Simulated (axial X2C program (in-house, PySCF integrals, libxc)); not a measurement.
# Nuclear properties of BeSc

Computed with an in-house all-electron X2C program for linear molecules (integrals from PySCF): two-component X2C with atomic mean-field Coulomb and Gaunt terms, Gaussian nuclei, basis Sc dyall-cv3z, Be dyall-cv3z with contracted cores.

R = 2.415 Å (near the PBE0 minimum at charge 0 of the determinant lowest at the starting distance; the state shown can have its own minimum elsewhere).

Input and command:
```json
{"zs": [21, 4], "q": 0, "bas": ["dyall-cv3z", "dyall-cv3z"], "r0": 2.5, "levels": ["PBE0", "HF", "PBE50", "BP86", "BHandHLYP"], "nst": 3}
```
```bash
python soeom.py task.json out
```

Keys: zs atomic numbers; q charge; bas basis sets; r0 starting distance in Å; levels methods; nst determinants followed.

Determinant lowest in the PBE0 search, Ω = 3/2 (⟨Sz⟩ = 1.50, ⟨Lz⟩ = 0.00 at PBE0), spin on the atoms Sc 1.14, Be 0.36:

```csv
level,Eeff magnitude (GV/cm),Ws magnitude Sc (kHz),A∥/gI Sc (MHz),qzz Sc (a.u.),A∥/gI Be (MHz),qzz Be (a.u.),μ (D)
PBE0,0.284,0.0683,357,-0.87,26.6,0.02,-1.97
HF,0.255,0.0587,406,-1.12,-17.2,0.03,-0.47
PBE50,0.308,0.0734,363,-0.84,19.4,0.02,-1.58
BP86,0.264,0.0637,375,-0.91,33.5,0.02,-2.13
BHandHLYP,0.309,0.0738,386,-0.87,30.4,0.02,-1.46
```

Determinant 0.32 eV from it at PBE0 and this distance, Ω = 1/2 (⟨Sz⟩ = 1.50, ⟨Lz⟩ = -1.00 at PBE0), spin on the atoms Sc 1.11, Be 0.39:

```tsv
level	Eeff magnitude (GV/cm)	Ws magnitude Sc (kHz)	A∥/gI Sc (MHz)	qzz Sc (a.u.)	A∥/gI Be (MHz)	qzz Be (a.u.)	μ (D)
PBE0	0.28	0.2	956	-1.09	93	-0.06	-2.97
HF	0.475	0.364	844	-1.15	70.3	0.01	-1.88
PBE50	0.32	0.235	986	-1.02	77	-0.02	-2.74
BP86	0.266	0.19	1010	-1.19	110	-0.07	-2.79
```

Eeff is the effective electric field on the electron electric dipole moment in this Ω state and Ws the scalar–pseudoscalar constant of the nucleus named (defined with the proton number Z and per Ω); A∥ (defined per Ω) follows by multiplying with gI = μI/(I μN); qzz is the electric field gradient, eQq0 = 234.96 MHz × Q/barn × qzz; μ is positive if the Be end (last atom) is positive. The operators were transformed with the bare-nucleus X2C matrices; with these basis sets, hyperfine constants and field gradients can be off by tens of per cent, and where levels differ in sign neither size nor sign is settled.

(1) With gI(45Sc) = 1.3590, Q(45Sc) = -0.22 barn (g factors from the IAEA table of nuclear moments by Stone; Q from Pyykkö, Mol. Phys. 2018), turn the PBE0 values of the first state into constants in MHz.

Each state is one determinant with collinear spin, which with several unpaired electrons need not be a pure state. Unrestricted Hartree–Fock can overshoot spin polarisation at the nuclei. This is the top spin component of a Σ state; components of lower Ω are not single determinants and can lie lower. With several open shells hyperfine constants can be off by a factor of several. Left out as unconverged or as another state under the same occupation: BHandHLYP in at least one table. At HF a later determinant lies lower. States lie within half an eV, so the first need not be the ground state. Further determinants of the search, some of them spin-mixed, are not shown. Where a field gradient or hyperfine factor spreads by more than a factor of two over the levels, a constant derived from it is not to be relied on. PBE0 term energies can be off by some tenths of an eV.

Answers

(1) A∥(45Sc) = 357 × 1.3590 = 485 MHz; eQq0(45Sc) = 234.96 × (-0.22) × (-0.87) = 45 MHz.
